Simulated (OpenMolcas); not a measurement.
## Rh4+ in a point-charge field

Rh4+ among 6 point charges of -1.7 e arranged as an octahedron (Oh), 2.08 Å from the ion.

```yaml
Program: OpenMolcas
Method: CASSCF
Basis: ANO-RCC-VTZP [7s6p4d2f1g]
Scalar_Hamiltonian: DKH2, point nucleus
Active_space: 5 electrons in 5 orbitals (4d)
State_averaging: 2S+1 = 6 even, 1 root; 2S+1 = 4 even, 24 roots; 2S+1 = 2 even, 75 roots
Spin-orbit_coupling: RASSI with atomic mean-field integrals over the reference wave functions
```

The lowest spin-free states (labels of O, the rotations of Oh), above the lowest:

```
State  Degeneracy  E (cm-1)  Free-ion L (%)
  6A1           1       0.0         S (100)
  4T1           3     28161          G (77)
  4T2           3     29915          G (97)
   4E           2     30508         G (100)
  4A1           1     30661         G (100)
  4T2           3     36635          D (94)
   4E           2     37665         D (100)
  4T1           3     37846          P (77)
  2T2           3     40099          I (66)
  2A2           1     41798          I (82)
  2T1           3     42075          I (86)
  2T2           3     42624          I (87)
   2E           2     43157          I (95)
  2A1           1     43769         I (100)
  2T2           3     46934          D (49)
   2E           2     48399          D (76)
  2T1           3     49915          F (69)
  4T1           3     50755          F (99)
  4A2           1     50920         F (100)
  2T2           3     51559          G (31)
```

The lowest levels with spin-orbit coupling:

| E (cm-1) | Degeneracy | Label | 2S+1 | g |
| --- | --- | --- | --- | --- |
| 0.0 | 2 | Γ7 | 6 | 3.33 3.33 3.33 |
| 0.2 | 4 | Γ8 | 6 |  |
| 27590 | 2 | Γ7 | 4 | 2.33 2.33 2.33 |
| 27954 | 4 | Γ8 | 4 |  |
| 28075 | 4 | Γ8 | 4 |  |
| 28408 | 2 | Γ6 | 4 | 2.71 2.71 2.71 |
| 29347 | 2 | Γ7 | 4 | 1.85 1.85 1.85 |
| 29724 | 4 | Γ8 | 4 |  |
| 30086 | 2 | Γ6 | 4 | 4.55 4.55 4.55 |
| 30167 | 4 | Γ8 | 4 |  |
| 30424 | 4 | Γ8 | 4 |  |
| 30442 | 2 | Γ7 | 4 | 2.22 2.22 2.22 |
| 30603 | 2 | Γ6 | 4 | 0.86 0.86 0.86 |
| 30697 | 4 | Γ8 | 4 |  |
| 34918 | 4 | Γ8 | 4 |  |
| 35775 | 2 | Γ7 | 4 | 2.30 2.30 2.30 |
| 35858 | 4 | Γ8 | 4 |  |
| 36045 | 2 | Γ6 | 4 | 1.79 1.79 1.79 |
| 36914 | 4 | Γ8 | 4 |  |
| 37158 | 2 | Γ6 | 4 | 0.13 0.13 0.13 |

Powder χT (cm3 K/mol): 4.37 at 2 K, 4.37 at 10 K, 4.37 at 50 K, 4.37 at 100 K, 4.37 at 200 K, 4.37 at 300 K. The effective moment at 300 K is 2.828 √(χT) = 5.91 μB.

The lowest level has 2S+1 = 6, for which the spin-only value is χT = S(S+1) / 2 = 4.375 cm3 K/mol (g = 2). The computed 4.370 at 300 K differs by -0.005, through a little spin-orbit mixing out of the ground term, against the free-electron g of 2.0023, which raises it.

A least-squares ligand-field fit to the states below 45000 cm-1, each weighted by its degeneracy and with a free common offset, gives 10Dq = 4569 cm-1, B = 1003 cm-1 and C = 4085 cm-1 (C/B = 4.07), with an rms deviation of 79 cm-1.

Without dynamic correlation the repulsion within the d shell is too large (B by tens of per cent), so at a given field states of lower spin stand too high. Point charges give a weaker field than real ligands, and real ions of this kind are as a rule low spin; the high spin found here belongs to the model. This field is weak: 10Dq is about 4569 cm-1, while octahedral complexes of 4d ions of charge 3 and more, computed by the same method with explicit ligands, had a median near 25000 cm-1. Ground spin and moment need not be those of a real site. Point charges carry no covalency, so the field is a model and not that of real ligands. No measured value stands beside these numbers.

The RASSCF and RASSI steps took 30 s on 1 thread of Arm Neoverse V1, on a shared host; the integral step is not counted.
